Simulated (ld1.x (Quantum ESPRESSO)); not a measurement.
# Ag, RRKJ: configuration errors across variants

| Property | Result |
| --- | --- |
| Element | silver (Ag) |
| Generator | ld1.x (Quantum ESPRESSO) 7.5 |
| Type | norm-conserving RRKJ (Kleinman–Bylander form) |
| Functional | PBE |
| Relativity | scalar-relativistic |
| Frozen core | [Ar] 3d10 4s2 |
| Valence charge | 17 |
| Reference configuration | 4p6 4d9 5s2 5p0 |
| Partial waves | 4p (bound): rc 1.65 bohr; 4d (bound): rc 1.90 bohr; 5s (bound): rc 2.20 bohr |
| Local potential | the s channel |
| Core correction | none |

All-electron excitation energies from the reference (eV): (1) 4p6 4d10 5s1 5p0 -4.077; (2) 4p6 4d10 5s0 5p0 3.680; (3) 4p6 4d9 5s0 5p0 25.794; (4) 4p6 4d10 5s0.5 5p0 -1.060; (5) 4p6 4d9 5s1 5p0 9.075; (6) 4p6 4d8 5s0 5p0 61.987; (7) 4p5 4d10 5s1 5p0 61.168.

1 further variants failed, have other tests or another functional or relativity, and are left out.

Errors AE − PS in meV (a dash: test not solved or not reliable):

| change | (1) | (2) | (3) | (4) | (5) | (6) | (7) | bound ghosts |
| --- | --- | --- | --- | --- | --- | --- | --- | --- |
| base | -87 | -125 | -26 | -104 | -4.6 | -100 | -195 | none |
| wave 4p (bound): rc 1.65 bohr becomes 4p (bound): rc 2.00 bohr | – | -127 | -27 | -106 | -4.8 | -104 | -137 | none |
| wave 4d (bound): rc 1.90 bohr becomes 4d (bound): rc 1.68 bohr | -103 | -154 | -30 | -126 | -5.4 | -99 | -132 | none |
| core correction a·sin(br)/r model core inside 1.64 bohr | -88 | -129 | -34 | -106 | -5.7 | -120 | -198 | none |
| wave 5s (bound): rc 2.20 bohr becomes 5s (bound): rc 3.30 bohr | -5.0 | +5.0 | -76 | -2.6 | -2.7 | -438 | -222 | none |

(1) Give the same row for: all radii scaled by about 0.79 (s 1.72, p 1.30, d 1.50 bohr).

## Answers

(1) -66, -99, -11, -82, -0.9, -105, -70; bound ghosts: none.
